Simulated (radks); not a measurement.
Results of a calculation; reference values are marked as such.
Species: Li. Configuration: [He] 2s1.

Level of theory: non-relativistic Kohn-Sham, r2SCAN, spin-polarised, spherical densities, point nucleus; open shells are filled with parallel spins first; meta-GGA in the generalised Kohn-Sham scheme (a radial shooting solver on a logarithmic mesh with Libxc functionals).

Energy parts (hartree):
total: -7.47986
kinetic: 7.43996
electron-nucleus: -17.15438
Hartree: 4.06000
exchange-correlation: -1.82544

Orbitals (lengths in bohr, moments of r in powers of bohr):
orbital	occ.	eigenvalue (hartree)	<r^4>	<r>
1s up	1	-1.95809	0.5788	0.5766
1s down	1	-1.95204	0.5792	0.5792
2s up	1	-0.11999	520.3	3.806

The highest occupied level is 2s up at -3.265 eV. Summed over all electrons, <r^2> = 17.99 bohr^2, which gives a Langevin (diamagnetic) susceptibility term of -14.2 x 10^-6 cm^3/mol. Spin moment in Bohr magnetons: 1. The density falls to 0.001 e/bohr^3 at r = 4.18 bohr. The electron density at the nucleus is 13.95 e/bohr^3. The spin density at the nucleus is 0.2475 e/bohr^3 (1s 0.0483, 2s 0.1992), a Fermi contact field of 13 T. Virial ratio -V/T = 2.00536.
